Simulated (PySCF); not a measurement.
## Working out the ionisation energy of Ar⁺

Ar⁺ [Ne] 3s2 3p5 (2P) → Ar²⁺ [Ne] 3s2 3p4 (3P). Computed with PySCF 2.14 in def2-TZVP (5s5p2d1f, 37 functions), with no relativity, point nucleus. Frozen: [Ne]. Energies in hartree (1 hartree = 27.21139 eV):

| part | Ar⁺ (lower) | Ar²⁺ (upper) |
| --- | --- | --- |
| UHF | -526.267211 | -525.298002 |
| CCSD correlation | -0.188307 | -0.154266 |
| (T) | -0.005278 | -0.004074 |

Q: What does Hartree-Fock give?

A: (-525.298002) − (-526.267211) = 0.969209 hartree = 26.374 eV.

Q: What do CCSD and CCSD(T) give?

A: The CCSD correlation energies differ by 0.034041 hartree = 0.926 eV and the triples by 0.001204 hartree = 0.033 eV, so CCSD gives 27.300 eV and CCSD(T) 27.333 eV.

Reference: 27.630 eV (measured; NIST Atomic Spectra Database, ionization energies), between the lowest levels; spin-orbit coupling is absent from the calculation.

What remains against the reference includes basis incompleteness, the frozen core and higher excitations.
